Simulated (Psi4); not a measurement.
C2H6ClGa (SMILES [CH3][Ga]([CH3])[Cl]), singlet, at a GFN2-xTB geometry (such geometries of metal compounds can be far from the true shape); BHHLYP/6-31G* (Psi4).

The Psi4 input:
```
memory 2 GB

molecule {
0 1
  Ga   -0.23882611    0.10083400   -0.14092768
  C    -1.80146295   -1.21572828   -0.23393842
  H    -1.48974737   -2.11234972   -0.77670352
  H    -2.67761150   -0.79304802   -0.72665403
  H    -2.07741138   -1.52198383    0.77883123
  C    -0.06504875    2.00184560   -0.87573406
  H     0.73235088    2.03166984   -1.62340480
  H     0.21697965    2.67872738   -0.06457972
  H    -0.98796556    2.36112255   -1.33204575
  Cl    1.46388735   -0.61686449    0.86890290
}

set basis 6-31g*
set scf_type pk
set puream true
set d_convergence 1e-8
set dft_radial_points 99
set dft_spherical_points 590

energy('bhhlyp')
print_variables()
```

The log (banner, timings and long lists left out):

```
   => Loading Basis Set <=

    Name: 6-31G*
    Role: ORBITAL
    Keyword: BASIS

         ---------------------------------------------------------
                                   SCF
               by Justin Turney, Rob Parrish, Andy Simmonett
                          and Daniel G. A. Smith
                              RKS Reference
         ---------------------------------------------------------

  ==> Geometry <==

    Molecular point group: c1
    Full point group: C1

    Geometry (in Angstrom), charge = 0, multiplicity = 1:

       Center              X                  Y                   Z               Mass
    ------------   -----------------  -----------------  -----------------  -----------------
         GA          -0.283610784610     0.119668849685    -0.167663919465    68.925573500000
         C           -1.846247624610    -1.196893430315    -0.260674659465    12.000000000000
         H           -1.534532044610    -2.093514870315    -0.803439759465     1.007825032230
         H           -2.722396174610    -0.774213170315    -0.753390269465     1.007825032230
         H           -2.122196054610    -1.503148980315     0.752094990535     1.007825032230
         C           -0.109833424610     2.020680449685    -0.902470299465    12.000000000000
         H            0.687566205390     2.050504689685    -1.650141039465     1.007825032230
         H            0.172194975390     2.697562229685    -0.091315959465     1.007825032230
         H           -1.032750234610     2.379957399685    -1.358781989465     1.007825032230
         CL           1.419102675390    -0.598029640315     0.842166660535    34.968852682000

  Running in c1 symmetry.

  Rotational constants: A =      0.14550  B =      0.10019  C =      0.06068 [cm^-1]
  Rotational constants: A =   4362.01233  B =   3003.73507  C =   1819.00292 [MHz]
  Nuclear repulsion =  340.705461966566702

  Charge       = 0
  Multiplicity = 1
  Electrons    = 66
  Nalpha       = 33
  Nbeta        = 33

  ==> Algorithm <==

  SCF Algorithm Type is PK.
  DIIS enabled.
  MOM disabled.
  Fractional occupation disabled.
  Guess Type is SAD.
  Energy threshold   = 1.00e-06
  Density threshold  = 1.00e-08
  Integral threshold = 1.00e-12

  ==> Primary Basis <==

  Basis Set: 6-31G*
    Blend: 6-31G*
    Number of shells: 44
    Number of basis functions: 90
    Number of Cartesian functions: 96
    Spherical Harmonics?: true
    Max angular momentum: 2

  ==> DFT Potential <==

   => LibXC <=

[...]
   @RKS iter   7: -2464.55905589549957   -2.81322e-05   2.79567e-05 DIIS
   @RKS iter   8: -2464.55905912642811   -3.23093e-06   4.54931e-06 DIIS
   @RKS iter   9: -2464.55905922774582   -1.01318e-07   1.11050e-06 DIIS
   @RKS iter  10: -2464.55905923506680   -7.32098e-09   3.08179e-07 DIIS
   @RKS iter  11: -2464.55905923559021   -5.23414e-10   5.96316e-08 DIIS
   @RKS iter  12: -2464.55905923561477   -2.45564e-11   6.53460e-09 DIIS
  Energy and wave function converged.

  ==> Post-Iterations <==

   Electrons on quadrature grid:
      Ntotal   =   66.0000000999 ; deviation = 9.985e-08

    Orbital Energies [Eh]
    ---------------------

    Doubly Occupied:

[...]
    Virtual:

[...]
    Final Occupation by Irrep:
              A
    DOCC [    33 ]
    NA   [    33 ]
    NB   [    33 ]

  @RKS Final Energy: -2464.55905923561477

   => Energetics <=

    Nuclear Repulsion Energy =            340.7054619665667019
    One-Electron Energy =               -4104.8080243629219694
    Two-Electron Energy =                1359.1577177131728149
    DFT Exchange-Correlation Energy =     -59.6142145524323865
    Empirical Dispersion Energy =           0.0000000000000000
    VV10 Nonlocal Energy =                  0.0000000000000000
    Total Energy =                      -2464.5590592356143134

Computation Completed

Properties will be evaluated at   0.000000,   0.000000,   0.000000 [a0]

Properties computed using the SCF density matrix

 Multipole Moments:

 ------------------------------------------------------------------------------------
     Multipole            Electronic (a.u.)      Nuclear  (a.u.)        Total (a.u.)
 ------------------------------------------------------------------------------------

 L = 1.  Multiply by 2.5417464519 to convert [e a0] to [Debye]
 Dipole X            :          4.7980314           -5.5856307           -0.7875993
 Dipole Y            :         -2.0174724            2.3491183            0.3316459
 Dipole Z            :          2.8660174           -3.3345957           -0.4685783
 Magnitude           :                                                    0.9746114

 ------------------------------------------------------------------------------------

  Variable Map:
  ----------------------------------------------------------------------------
[...]
  Array Variable Map:
  ----------------------------------------------------------------------------
[...]
[...]
```
